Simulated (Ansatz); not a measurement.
From F to I: the dipole moment

One atom is swapped for its congeners: SiH(CH3)F; SiH(CH3)Cl; SiH(CH3)I. The Br member is missing. All are doublets with charge 0.

Shapes, held fixed at every level: PBE0-D4/def2-TZVP. Programs: Ansatz 0.2.0. Values in D.

Problem. How should the dipole moment change along the series?

Solution. At wB97M-V/def2-TZVPP the dipole moment rises at every step, from 1.72 to 1.88 D. 1 of 4 levels show this order throughout; 1 agree on the largest and the smallest. Open shells run unrestricted unless RO is named. For atoms past krypton def2 sets carry core potentials with scalar relativity.

| level | SiH(CH3)F | SiH(CH3)Cl | SiH(CH3)I |
| --- | --- | --- | --- |
| PBE-D4/def2-TZVPP | 1.68 | 1.76 | 1.72 |
| r2SCAN-D4/def2-TZVPP | 1.71 | 1.83 | 1.83 |
| B3LYP-D4/def2-TZVPP | 1.73 | 1.80 | 1.78 |
| wB97M-V/def2-TZVPP | 1.72 | 1.82 | 1.88 |
